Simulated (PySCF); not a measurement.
arsine (AsH3), SMILES [AsH3].

Coordinates come from a PBE-D3(BJ)/def2-TZVPD optimisation.

Computed with CAM-B3LYP/def2-TZVPD run with PySCF.

Isolated molecule, no solvent.

Computed frontier levels, gap, dipole moment and polarisability:
highest occupied level: -9.22 eV
lowest empty level: 0.77 eV
orbital gap: 9.99 eV
dipole moment: 0.24 D
quadrupole, principal values (traceless, Buckingham form, about the centre of nuclear charge): -1.89, 0.94, 0.94 D·Å
mean static polarisability: 35.7 bohr³ (5.29 Å³)
polarisability, principal values: 35.4, 35.4, 36.4 bohr³
